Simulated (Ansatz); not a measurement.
Input for Ansatz (a first-principles code): R-r2SCAN/def2-TZVPP on C2H7Al (SMILES [CH3][AlH][CH3]), a point of a torsion scan.

Ansatz 0.2 input:
```yaml
crystal:
  periodic: [false, false, false]
  atoms:
    - {symbol: C, position_ang: [1.69646363, 0.35625196, -0.28045182]}
    - {symbol: Al, position_ang: [0.17341085, -0.23075320, 0.85716716]}
    - {symbol: C, position_ang: [0.23591192, -1.03210973, 2.67745691]}
    - {symbol: H, position_ang: [1.96216229, -0.37610996, -1.05163170]}
    - {symbol: H, position_ang: [1.46534173, 1.28411971, -0.81755215]}
    - {symbol: H, position_ang: [2.61196162, 0.54313785, 0.29412087]}
    - {symbol: H, position_ang: [-1.24195138, -0.03400072, 0.24964695]}
    - {symbol: H, position_ang: [0.62442422, -0.34549799, 3.43882861]}
    - {symbol: H, position_ang: [-0.76720865, -1.32845794, 3.00894276]}
    - {symbol: H, position_ang: [0.86245273, -1.93004569, 2.73484036]}
basis:
  gaussian:
    orbitals: def2-TZVPP
hamiltonian:
  xc: {name: r2SCAN}
scf: {lower_state_search: off}
```

Task: Give the final energy of this run.

Result: -322.8082 hartree.
